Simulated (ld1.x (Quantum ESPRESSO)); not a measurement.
**Reading a pseudo-wave (Ca)**

Columns: radius, all-electron u(r) and pseudo u(r) of the 4p shell (level -1.99 eV) of calcium in the configuration [Ne] 3s2 3p6 3d0 4s1 4p1; LDA (PZ), scalar-relativistic, PAW scheme, ld1.x (Quantum ESPRESSO) 7.5.

| r (bohr) | all-electron | pseudo |
| --- | --- | --- |
| 0.165 | 0.1080 | -0.0283 |
| 0.330 | 0.0567 | -0.1022 |
| 0.495 | -0.0600 | -0.1937 |
| 0.660 | -0.1498 | -0.2692 |
| 0.825 | -0.1910 | -0.3031 |
| 0.990 | -0.1896 | -0.2869 |
| 1.155 | -0.1583 | -0.2291 |
| 1.320 | -0.1087 | -0.1489 |
| 1.485 | -0.0497 | -0.0657 |
| 1.650 | 0.0126 | 0.0092 |
| 1.815 | 0.0745 | 0.0743 |
| 1.980 | 0.1334 | 0.1334 |
| 2.145 | 0.1880 | 0.1880 |
| 2.310 | 0.2376 | 0.2376 |
| 2.475 | 0.2820 | 0.2820 |
| 2.640 | 0.3211 | 0.3211 |
| 2.805 | 0.3550 | 0.3550 |
| 2.970 | 0.3841 | 0.3841 |
| 3.135 | 0.4086 | 0.4086 |
| 3.300 | 0.4288 | 0.4288 |
| 3.465 | 0.4449 | 0.4449 |
| 3.630 | 0.4573 | 0.4573 |
| 3.795 | 0.4662 | 0.4662 |
| 3.960 | 0.4721 | 0.4721 |
| 4.125 | 0.4752 | 0.4752 |
| 4.290 | 0.4757 | 0.4757 |

**Question.** How many radial nodes do the two functions have?

**Answer.** The all-electron 4p function has n − l − 1 = 2; the pseudo-wave has 1, since 1 lower shell of the same l stays in the valence.

**Question.** At about which radius was the pseudo-wave matched?

**Answer.** 1.95 bohr, where the columns begin to agree (steps of 0.17 bohr).

**Question.** Is the pseudo-wave norm-conserving?

**Answer.** No, it belongs to a PAW set: the norm inside the radius is not constrained, and the difference is carried by the augmentation charge.
